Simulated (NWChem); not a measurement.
Molecule: C₂H₇FOSi; SMILES O[Si@@H](F)CC

```xyz
12

C      0.1100     2.3056    -0.0410
C     -0.7232     1.0698     0.2935
Si    -0.0066    -0.5292    -0.3473
O      1.5172    -0.8250     0.2252
F     -1.0068    -1.7210     0.1334
H     -0.3401     3.2245     0.3651
H      1.1297     2.2260     0.3672
H      0.2099     2.4449    -1.1294
H     -1.7461     1.1625    -0.1124
H     -0.8530     0.9673     1.3863
H      0.1058    -0.5893    -1.8245
H      1.6474    -0.8071     1.1777
```
Atoms are numbered in this order, from 1.

All runs: NWChem. Coordinates come from a PBE0/def2-SVP optimisation. No frequency run checked for a minimum. Level: M05-2X/def2-SVP with SMD (1 M gas to 1 M solution), gas-phase geometry. Reactions with the solvent are ignored.

| solvent | dielectric constant | solvation free energy (kcal/mol) | cavity-dispersion-structure term (kcal/mol) | dipole in solution (D) |
|---|---|---|---|---|
| water | 78.4 | -4.2 | 3.5 | 2.78 |
| toluene | 2.37 | -4.2 | ___ | ___ |
| dichloromethane | 8.93 | -6.1 | -0.9 | 2.66 |
| ethanol | 24.9 | -7.2 | 0.1 | 2.75 |

Problem. Fill in the missing entries.

Solution. 
- toluene, cavity-dispersion-structure term (kcal/mol): -1.4
- toluene, dipole in solution (D): 2.50
